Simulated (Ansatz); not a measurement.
`C[O][Ga]([OH])[OH]` and `C[O][Ga]([OH])[O]C` differ in one atom or group.

Ansatz, PBE0-D4/def2-TZVP geometries, multiplicity 1. Each molecule was computed in one conformer, which needn't be the lowest.

Scalar relativity is left out up to krypton.

```csv
property,`C[O][Ga]([OH])[OH]`
LUMO energy (ωB97M-V/def2-TZVPP) / eV,0.96
HOMO–LUMO gap (B3LYP/def2-TZVPP) / eV,6.56
LUMO energy (PBE/def2-TZVPP) / eV,-1.78
HOMO energy (B3LYP/def2-TZVPP) / eV,-7.75
HOMO–LUMO gap (ωB97M-V/def2-TZVPP) / eV,11.37
HOMO energy (PBE0/def2-TZVPP) / eV,-7.98
```

(1) Give the same properties after the change, and the shifts. (An estimate is asked.)

Results:

(1) The calculation gave: 
```csv
property,`C[O][Ga]([OH])[O]C`,shift
LUMO energy (ωB97M-V/def2-TZVPP) / eV,1.07,0.11
HOMO–LUMO gap (B3LYP/def2-TZVPP) / eV,6.49,-0.07
LUMO energy (PBE/def2-TZVPP) / eV,-1.71,0.07
HOMO energy (B3LYP/def2-TZVPP) / eV,-7.58,0.17
HOMO–LUMO gap (ωB97M-V/def2-TZVPP) / eV,11.30,-0.07
HOMO energy (PBE0/def2-TZVPP) / eV,-7.82,0.16
```

With PBE0 the HOMO rises by 0.16 eV and the LUMO rises by 0.08 eV, so the gap narrows by about 0.08 eV. PBE moves the HOMO by 0.15 eV and ωB97M-V by 0.18 eV.

B3LYP here is the variant with VWN-RPA as its local correlation; programs differ in this.
